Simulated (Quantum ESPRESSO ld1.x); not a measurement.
Problem. The mean radii <r> (bohr) of the occupied orbitals of an atom or ion are listed with their occupations. Method: scalar-relativistic Kohn-Sham, LDA (Slater exchange, VWN5 correlation), spin-polarised, spherical densities, point nucleus; computed with ld1.x of Quantum ESPRESSO 7.5.

orbital  occ.      <r>
1s up       1  0.01579
1s down     1  0.01579
2s up       1  0.06626
2s down     1  0.06623
2p up       3  0.06028
2p down     3  0.06025
3s up       1   0.1660
3s down     1   0.1662
3p up       3   0.1664
3p down     3   0.1666
3d up       5   0.1491
3d down     2   0.1493

Name the element and its charge. Open shells, if any, are filled with parallel spins first.

Solution. Z = 83, bismuth, charge +58: Bi58+ in [Ar] 3d7. The 1s radius gives Z: for a bare nucleus <r> = (2 gamma + 1)/(2Z) with gamma = sqrt(1 - (Z/c)^2), 0.01561 bohr for Z = 83, and screening makes it slightly larger (0.01579 here). The occupations add up to 25, and the charge is Z minus that.
